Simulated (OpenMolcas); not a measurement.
Levels of Cr III by method

```json
{
  "Program": "OpenMolcas 26.06",
  "Basis": "ANO-RCC-VTZP [6s5p3d2f1g]",
  "Scalar Hamiltonian": "DKH2, point nucleus",
  "Active space": "4 electrons in 6 orbitals (3d 4s)",
  "State averaging": "2S+1 = 5 even, 15 roots; 2S+1 = 3 even, 90 roots; 2S+1 = 1 even, 77 roots",
  "Spin-orbit coupling": "state interaction with AMFI integrals over the reference wave functions, term energies averaged over their components"
}
```

Methods on the same reference wave functions:
A. CASSCF
B. SS-CASPT2, IPEA 0.25 Eh, imaginary shift 0.1 Eh (closed shells correlated: 3s 3p)
C. MS-CASPT2, IPEA 0.25 Eh, imaginary shift 0.1 Eh (closed shells correlated: 3s 3p)

Energies in cm-1 above 3d4 5D0, the measured ground level; measured values from Sugar and Corliss, J. Phys. Chem. Ref. Data 6, 317 (1977).

```json
{"Level": "3d4 5D0", "A": "0.0", "B": "0.0", "C": "0.0", "Measured": "0.0"}
{"Level": "3d4 5D1", "A": "70.1", "B": "70.8", "C": "70.8", "Measured": "62.2"}
{"Level": "3d4 5D2", "A": "208", "B": "209", "C": "209", "Measured": "183"}
{"Level": "3d4 5D3", "A": "408", "B": "410", "C": "410", "Measured": "357"}
{"Level": "3d4 5D4", "A": "667", "B": "668", "C": "668", "Measured": "576"}
{"Level": "3d4 3H4", "A": "17828", "B": "17780", "C": "17780", "Measured": "17274"}
{"Level": "3d4 3H5", "A": "17970", "B": "17930", "C": "17930", "Measured": "17397"}
{"Level": "3d4 3H6", "A": "18128", "B": "18100", "C": "18100", "Measured": "17531"}
{"Level": "3d4 3P0(1)", "A": "19536", "B": "17050", "C": "17050", "Measured": "16771"}
{"Level": "3d4 3P1(1)", "A": "19941", "B": "17460", "C": "17460", "Measured": "17169"}
{"Level": "3d4 3P2(1)", "A": "20680", "B": "18200", "C": "18200", "Measured": "17851"}
{"Level": "3d4 3F2(1)", "A": "20910", "B": "18940", "C": "18940", "Measured": "18452"}
{"Level": "3d4 3F3(1)", "A": "20967", "B": "19000", "C": "19000", "Measured": "18511"}
{"Level": "3d4 3F4(1)", "A": "21048", "B": "19090", "C": "19090", "Measured": "18583"}
{"Level": "3d4 3G3", "A": "23256", "B": "21340", "C": "21340", "Measured": "20704"}
{"Level": "3d4 3G4", "A": "23425", "B": "21510", "C": "21510", "Measured": "20853"}
{"Level": "3d4 3G5", "A": "23583", "B": "21680", "C": "21680", "Measured": "20996"}
{"Level": "3d4 1I6", "A": "26661", "B": "26600", "C": "26600", "Measured": "26015"}
{"Level": "3d4 1G4(1)", "A": "28295", "B": "26100", "C": "26100", "Measured": "25139"}
{"Level": "3d4 3D3", "A": "30930", "B": "26380", "C": "26380", "Measured": "25726"}
{"Level": "3d4 3D2", "A": "30983", "B": "26440", "C": "26440", "Measured": "25781"}
{"Level": "3d4 3D1", "A": "31046", "B": "26500", "C": "26500", "Measured": "25848"}
{"Level": "3d4 1S0", "A": "33561", "B": "28090", "C": "28090", "Measured": "27372"}
{"Level": "3d4 1D2(1)", "A": "36181", "B": "33160", "C": "33160", "Measured": "32152"}
```

Deviations, from unrounded energies. A percentage is the sum of absolute deviations over the sum of measured energies, with the sign that they share, or ± where signs differ.

```json
{"Against measurement": "mean absolute deviation (cm-1)", "Levels": "23", "A": "2400", "B": "500", "C": "500"}
{"Against measurement": "fine structure of the ground term (%)", "Levels": "4", "A": "+14.9", "B": "+15.3", "C": "+15.3"}
{"Against measurement": "other terms of the ground configuration (%)", "Levels": "19", "A": "+13.4", "B": "+2.7", "C": "+2.7"}
```

B, C lie about equally close to measurement and A furthest from it. The largest miss of C in the table is 3d4 1D2(1), by +1000 cm-1. The ranking rests on the paired levels alone, and a cruder setting can come out closer through cancelling errors.

Between B and C no level of the table moves by more than 5 cm-1.

The two smallest mean deviations differ by little beside CASPT2's spread within terms, so their order carries little weight.

From A to B the spin-free energies of the other terms of 3d4 shown, above 5D, scale by factors of 0.83 to 1.00.

The lowest spin-free term lies below A's lowest term by 0.398 hartree in B, 0.398 hartree in C.

CASPT2 breaks the degeneracy within a term, and the mean is taken; among the terms shown or strongly mixed into the levels shown the widest spread is 140 cm-1 (3d4 3H, C). Without dynamic correlation excited terms often stand tens of per cent too high (terms of higher spin than the ground term too low), and those without a measured partner can miss by more than the paired ones (holds for A). Configurations are named by rounded mean occupations; where the s occupation lies near a half they are strongly mixed, a name can repeat and a true partner stay unpaired (holds for B; C). Blocks of more than 70 roots (2S+1 = 3 even, 1 even) ran without multistate coupling (holds for C). Measured partners are found by configuration, term and J. A level has none where our copy of the source lacks it or the pairing is in doubt (some pairs that miss far off the trend of their configuration count as doubtful), and it then counts in no deviation. Levels of configurations outside the active space are missing. The table leaves out levels that lie high or whose names do not pair safely across all columns.

A number in round brackets counts repeated terms of one configuration in the order of the reference energies.
